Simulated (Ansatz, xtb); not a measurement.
## C2H7BrO2Si2: which of two isomers lies lower

Structure a is `O[Si@@H]1CC[Si@H](Br)O1`, a singlet and structure b is `O[Si@@H]1CC[Si@@H](Br)O1`, a singlet. Both are isolated molecules in the gas phase, relaxed with B3LYP/def2-SVP; the shapes shown needn't be the lowest conformers.

a (Å):

```xyz
14

C    -0.0412    1.6216   -0.6945
C     0.3033    0.2837    0.0268
Br    0.3825   -0.6264    3.3476
O    -2.0200    2.9075    0.9819
O     0.5245    2.2847    1.9088
Si   -0.3947    2.9116    0.6393
Si    1.0898    0.7230    1.6993
H    -2.3394    3.4979    1.6749
H     0.0773    4.2957    0.3767
H    -0.8750    1.5018   -1.4048
H     0.8249    1.9734   -1.2829
H    -0.6188   -0.2823    0.2399
H     0.9405   -0.3742   -0.5866
H     2.5722    0.7025    1.7644
```

b (Å):

| atom | x (Å) | y (Å) | z (Å) |
| --- | --- | --- | --- |
| C | -0.2321 | 1.8213 | 2.3510 |
| C | 0.5621 | 2.1123 | 1.0432 |
| Br | 2.8718 | -0.4300 | 0.8673 |
| O | -2.7729 | 0.7281 | 1.4952 |
| O | -0.3633 | -0.4650 | 0.8333 |
| Si | -1.2730 | 0.2740 | 2.0498 |
| Si | 0.9007 | 0.4401 | 0.2166 |
| H | -3.4199 | 0.0330 | 1.3248 |
| H | -1.4122 | -0.6801 | 3.1798 |
| H | -0.8369 | 2.6862 | 2.6674 |
| H | 0.4683 | 1.6041 | 3.1765 |
| H | 1.4708 | 2.7075 | 1.2236 |
| H | -0.0644 | 2.6910 | 0.3405 |
| H | 0.9010 | 0.4114 | -1.2648 |

Quicker runs give these differences E(b) − E(a): GFN2-xTB +0.003 eV; HF/STO-3G −0.056 eV (at GFN2-xTB geometries); r2SCAN-D4/def2-SVP −0.044 eV (at GFN2-xTB geometries).

Task: Estimate which is lower in electronic energy at CCSD(T)/def2-SVP + ΔMP2/def2-TZVPP, and by roughly how much.

Result: Too close to call at this level: CCSD(T)/def2-SVP + ΔMP2/def2-TZVPP gives E(b) − E(a) = −0.034 eV.

Level by level:

```tsv
level	geometry	E(b) − E(a) (eV)	departure from the last row (eV)	job, with rough time for the two
GFN2-xTB	GFN2-xTB	+0.003	+0.037	optimisation, 0.35 s
HF/STO-3G	GFN2-xTB	−0.056	−0.021	single point, 0.64 s
r2SCAN-D4/def2-SVP	GFN2-xTB	−0.044	−0.010	single point, 6.6 s
B3LYP/def2-SVP	B3LYP/def2-SVP	−0.028	+0.007	optimisation, 78 s
HF/def2-SVP	B3LYP/def2-SVP	−0.032	+0.002	part of the CCSD(T) run
MP2/def2-SVP	B3LYP/def2-SVP	−0.038	−0.003	part of the CCSD(T) run
CCSD(T)/def2-SVP	B3LYP/def2-SVP	−0.036	−0.001	single point
CCSD(T)/def2-SVP + ΔMP2/def2-TZVPP	B3LYP/def2-SVP	−0.034		single point, 2.2 min
```

As drawn, both hold the same kinds of bond in the same numbers.

The largest departure from CCSD(T)/def2-SVP + ΔMP2/def2-TZVPP is that of GFN2-xTB, 0.037 eV. The last row adds to CCSD(T) the change of the MP2 difference between the two basis sets, here +0.001 eV.

With thermal terms from frequencies at re-optimised GFN2-xTB minima (ideal gas, soft modes damped towards free rotors, one conformer each, 298.15 K, 1 atm): the zero-point term adds +0.002 eV; ΔH is −0.032 and ΔG −0.034 eV.

The correlated steps freeze 23 core orbitals; the filled d shell of Br is correlated, in a basis made for valence electrons. Codes used: Ansatz 0.2.0, xtb 6.7.1; the last row on 4 threads of Arm Neoverse V1 on a shared host.
